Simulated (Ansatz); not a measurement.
GeH5O2PSi, SMILES `OP1[O][GeH2][SiH2]1`, relaxed with RKS PBE-D4/def2-SVP in Ansatz from a rough embedded geometry. The force threshold is 0.03 eV/Å; the program also tests the step.

Charge 0, multiplicity 1.

Start:

```xyz
10

O    -1.824   -0.036    1.159
P    -1.458   -0.470   -0.493
O    -0.318   -1.723    0.002
Ge    1.345   -0.778    0.041
Si    0.188    0.978   -0.637
H    -2.633    0.631    1.024
H     1.855   -0.684    1.495
H     2.280   -1.343   -1.044
H     0.077    2.060    0.441
H     0.489    1.367   -1.988
```

```json
{"step": "1", "energy (eV)": "-77823.1811", "largest force (eV/Å)": "3.040", "largest move (Å)": "0.000"}
{"step": "2", "energy (eV)": "-77823.8610", "largest force (eV/Å)": "1.446", "largest move (Å)": "0.197"}
{"step": "3", "energy (eV)": "-77824.0419", "largest force (eV/Å)": "0.617", "largest move (Å)": "0.168"}
{"step": "4", "energy (eV)": "-77824.0755", "largest force (eV/Å)": "0.379", "largest move (Å)": "0.200"}
{"step": "5", "energy (eV)": "-77824.1068", "largest force (eV/Å)": "0.886", "largest move (Å)": "0.200"}
{"step": "6", "energy (eV)": "-77824.1277", "largest force (eV/Å)": "0.702", "largest move (Å)": "0.109"}
{"step": "7", "energy (eV)": "-77824.1522", "largest force (eV/Å)": "0.534", "largest move (Å)": "0.200"}
{"step": "8", "energy (eV)": "-77824.1526", "largest force (eV/Å)": "0.270", "largest move (Å)": "0.200"}
{"step": "9", "energy (eV)": "-77824.1541", "largest force (eV/Å)": "0.392", "largest move (Å)": "0.056"}
{"step": "10", "energy (eV)": "-77824.1701", "largest force (eV/Å)": "0.622", "largest move (Å)": "0.100"}
{"step": "11", "energy (eV)": "-77824.1765", "largest force (eV/Å)": "0.163", "largest move (Å)": "0.113"}
{"step": "12 (rejected)", "energy (eV)": "-77824.1758", "largest force (eV/Å)": "0.420", "largest move (Å)": "0.059"}
{"step": "13", "energy (eV)": "-77824.1795", "largest force (eV/Å)": "0.060", "largest move (Å)": "0.016"}
{"step": "14 (rejected)", "energy (eV)": "-77824.1794", "largest force (eV/Å)": "0.045", "largest move (Å)": "0.018"}
{"step": "15", "energy (eV)": "-77824.1798", "largest force (eV/Å)": "0.038", "largest move (Å)": "0.007"}
{"step": "16 (rejected)", "energy (eV)": "-77824.1797", "largest force (eV/Å)": "0.032", "largest move (Å)": "0.010"}
{"step": "17", "energy (eV)": "-77824.1798", "largest force (eV/Å)": "0.006", "largest move (Å)": "0.003"}
```

End:

```xyz
10

O    -1.739    0.182    1.170
P    -1.541   -0.307   -0.453
O    -0.384   -1.529   -0.357
Ge    1.260   -0.775    0.096
Si    0.216    1.224   -0.735
H    -2.512   -0.291    1.537
H     1.526   -0.940    1.619
H     2.349   -1.548   -0.702
H     0.257    2.533    0.008
H     0.568    1.451   -2.183
```

Hardware: 4 threads of an Arm Neoverse V2 on a shared host. Wall time 25 s, peak host memory 0.18 GiB.
